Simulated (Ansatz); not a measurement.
Compare A (`C=[C](C)[GeH2][F]`) with its isomer B (`[F][GeH]1[CH2]C[CH2]1`).

Isolated molecules relaxed with PBE0-D4/def2-TZVP in Ansatz; ΔE leaves out vibrations. CBS: MP2 limit from def2 TZ/QZ plus the TZ coupled-cluster correction, frozen cores. DFT in def2-TZVPP. B3LYP here is the variant with VWN-RPA as its local correlation; programs differ in this. For Ge outer-core shells are correlated without core-valence functions, which leaves a few kJ/mol of doubt a bond. Scalar relativity is left out up to krypton. One conformer a species, not always the lowest.

(1) Which isomer does CCSD(T)/CBS put lower? Give the gap. (An estimate is asked.)

(2) Give E(B) − E(A) in kJ/mol with B3LYP-D4, PBE0-D4, B2PLYP, CCSD/def2-TZVPP, MP2/def2-TZVPP, HF/def2-TZVPP, PBE-D4. (Estimate.)

Largest T1 diagnostic: 0.011.

Results:

(1) Computed: B, by 19.3 kJ/mol.

(2) Computed: B3LYP-D4 -4.3, PBE0-D4 -28.9, B2PLYP -10.2, CCSD/def2-TZVPP -15.7, MP2/def2-TZVPP -25.9, HF/def2-TZVPP 9.8, PBE-D4 -23.7. The order is the other way round with HF/def2-TZVPP.

In def2-TZVPP, CCSD(T) changes the Hartree–Fock value by −26.1 kJ/mol (the triples alone add −0.6 kJ/mol) and MP2 by −35.7 kJ/mol. From PBE to PBE0 (25 % exact exchange), in def2-TZVPP and without D4, E(B) − E(A) moves by −5.4 kJ/mol.
